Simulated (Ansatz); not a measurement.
The cluster Mg₂Br₂⁺. Charge 1, multiplicity 2. Geometry r2SCAN-D4/def2-SVP.

| atom | x (Å) | y (Å) | z (Å) |
| --- | --- | --- | --- |
| Mg1 | -0.1278 | -1.4818 | 0.8532 |
| Mg2 | 0.1333 | 1.4831 | -0.8519 |
| Br3 | -0.5947 | 0.9218 | 1.5124 |
| Br4 | 0.5892 | -0.9231 | -1.5137 |

The structure comes from a short search, and lower isomers may exist.

Question: Estimate the α-spin orbital energies around the gap (eV) in Ansatz with HF/STO-3G, LDA (SPW92)/def2-TZVP, PBE-D4/def2-SVP, PBE0-D4/def2-TZVP, r2SCAN0-D4/def2-TZVP.

Answer: 
| orbital | HF/STO-3G | LDA (SPW92)/def2-TZVP | PBE-D4/def2-SVP | PBE0-D4/def2-TZVP | r2SCAN0-D4/def2-TZVP |
| --- | --- | --- | --- | --- | --- |
| HOMO−13 | -63.42 | -53.48 | -53.94 | -57.54 | -58.61 |
| HOMO−12 | -63.42 | -53.44 | -53.91 | -57.52 | -58.58 |
| HOMO−11 | -61.25 | -53.44 | -53.90 | -57.51 | -58.58 |
| HOMO−10 | -61.08 | -53.41 | -53.88 | -57.48 | -58.55 |
| HOMO−9 | -61.07 | -53.41 | -53.88 | -57.48 | -58.54 |
| HOMO−8 | -27.28 | -23.95 | -23.89 | -26.03 | -26.53 |
| HOMO−7 | -26.70 | -23.72 | -23.64 | -25.76 | -26.25 |
| HOMO−6 | -14.52 | -13.90 | -13.83 | -15.06 | -15.26 |
| HOMO−5 | -14.48 | -13.62 | -13.55 | -14.70 | -14.91 |
| HOMO−4 | -13.26 | -13.03 | -12.98 | -14.05 | -14.26 |
| HOMO−3 | -12.74 | -12.36 | -12.25 | -13.48 | -13.69 |
| HOMO−2 | -12.45 | -12.22 | -12.14 | -13.29 | -13.50 |
| HOMO−1 | -12.42 | -11.98 | -11.86 | -13.08 | -13.29 |
| HOMO | -6.65 | -8.99 | -8.95 | -9.32 | -9.38 |
| LUMO | -1.22 | -8.42 | -8.38 | -7.91 | -7.94 |
| LUMO+1 | 5.35 | -5.89 | -5.79 | -5.07 | -4.97 |
| LUMO+2 | 8.19 | -5.84 | -5.70 | -5.01 | -4.90 |
| LUMO+3 | 8.23 | -5.35 | -5.24 | -4.55 | -4.42 |
| LUMO+4 | 8.66 | -4.63 | -4.43 | -3.70 | -3.45 |
| LUMO+5 | 10.96 | -4.00 | -3.89 | -3.17 | -2.99 |
| β HOMO | -12.26 | -11.96 | -11.85 | -13.07 | -13.29 |
| β LUMO | -1.06 | -8.23 | -8.07 | -7.24 | -6.93 |
